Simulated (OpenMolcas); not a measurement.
**Lines of S2+: computed and rescaled rates**

```json
{
  "Program": "OpenMolcas 26.06",
  "Method": "MS-RASPT2, IPEA 0.25 Eh, imaginary shift 0.1 Eh (closed shells correlated: 2s 2p 3s)",
  "Basis": "ANO-R3 [6s5p4d3f1g]",
  "Scalar Hamiltonian": "X2C, finite nucleus",
  "Active space": "2 electrons in 9 orbitals (RAS2 3p; RAS3 3d 4s, at most 1 electron)",
  "State averaging": "2S+1 = 3 even, 3 roots; 2S+1 = 1 even, 6 roots; 2S+1 = 3 odd, 18 roots; 2S+1 = 1 odd, 18 roots",
  "Spin-orbit coupling": "state interaction with AMFI integrals over the reference wave functions, term energies averaged over their components"
}
```

Rates come from the transition moments of the reference wave functions (E1 and E2 in the length form). At fixed line strength A goes as λ^-3 for E1 and M1 and as λ^-5 for E2, so a rate at the computed wavelength can be rescaled to the measured one. Measured vacuum wavelengths follow from level energies in NIST levels in Podobedova, Kelleher and Wiese, J. Phys. Chem. Ref. Data 38, 171 (2009). Branching counts decays inside the model space alone, at computed energies, and the table is only a selection of the E2 and M1 lines, drawn from those between levels with measured partners whose computed energy lies within a factor of 1.5 of the measured one.

```tsv
Upper	Lower	Type	λ computed (nm)	λ measured (nm)	A computed (s-1)	A rescaled (s-1)	Branching %
3s² 3p² ³P₁	3s² 3p² ³P₀	M1	37210	33480	3.50e-04	4.80e-04	100.0
3s² 3p 3d ³F°₄	3s² 3p 3d ³F°₃	M1	26800	25340	1.06e-03	1.25e-03	99.6
3s² 3p² ³P₂	3s² 3p² ³P₁	M1	20240	18710	1.63e-03	2.06e-03	100.0
3s² 3p² ¹D₂	3s² 3p² ³P₂	M1	962.1	953.3	5.36e-02		72.0
3s² 3p² ¹D₂	3s² 3p² ³P₁	M1	918.4	907.1	2.06e-02		27.6
3s² 3p² ¹S₀	3s² 3p² ¹D₂	E2	469.4	631.4	1.09e+01	2.48e+00	92.3
3s² 3p² ¹S₀	3s² 3p² ³P₁	M1	310.6	372.3	8.71e-01		7.4
```

Spin-changing lines and M1 lines between different terms are not rescaled, since their strength hangs on the term gaps too.

The largest correction is for 3s² 3p² ¹S₀ → 3s² 3p² ¹D₂ (E2): 1.09e+01 × (469.4 / 631.4)^5 = 2.48e+00 s-1, a factor of 0.23.

No measured rate stands beside these. Rescaling mends the energy factor alone: line strengths can still be far off where a level mixes with configurations outside the active space, and weak or spin-changing lines hang on small mixing coefficients that depend on the term gaps too, so rescaling need not improve them.

CASPT2 does not keep the components of a term degenerate, so their means are used; among the terms shown or strongly mixed into the levels shown the widest spread is 260 cm-1 (3s² 3p 3d ³F°). Over all roots computed the reference weight is 0.85 to 0.96; the roots of lowest weight are the least certain, and an intruder state may touch them. ANO sets are built for valence states and can reach diffuse excited orbitals poorly, and with the s shell closed the s pⁿ⁺¹ terms that mix with these levels are absent. With the s shell closed, the reference lacks s² → p² mixing. Some terms miss by over 15 % even with CASPT2, which points to a basis or an active space too small for the shells correlated. Measured partners are found by configuration, term and J. A level has none where our copy of the source lacks it or the pairing is in doubt (some pairs that miss far off the trend of their configuration count as doubtful). Levels of configurations outside the active space are missing.

° marks odd parity.
